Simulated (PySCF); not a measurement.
Computed IR spectrum (relative IR intensity) of a molecule C₄H₁₀N, multiplicity 2. Geometry: PBE-D3(BJ)/def2-SVP. Other conformers were not sampled. All values below come from PBE-D3(BJ)/def2-SVP (PySCF). Frequencies are harmonic and unscaled.

Lines under 2 % of the strongest are left out, and lines within 2 cm⁻¹ are merged.

```csv
ν (cm⁻¹),relative intensity
106,2.5
136,2.0
456,35
501,34
733,94
753,21
903,11
971,4.6
1041,2.8
1098,2.5
1103,12
1152,47
1260,13
1301,2.8
1318,7.0
1353,20
1374,10.0
1389,5.5
1407,10
1424,6.7
1436,16
1450,12
2841,100
2881,38
2964,62
2969,36
3053,32
3074,30
3187,14
```

Q: Which molecule gave these data?
A) CC[N]CC
B) CC(C)(C)[NH]
C) [CH2]CN(C)C
D) [CH2]CNCC

A: D, [CH2]CNCC
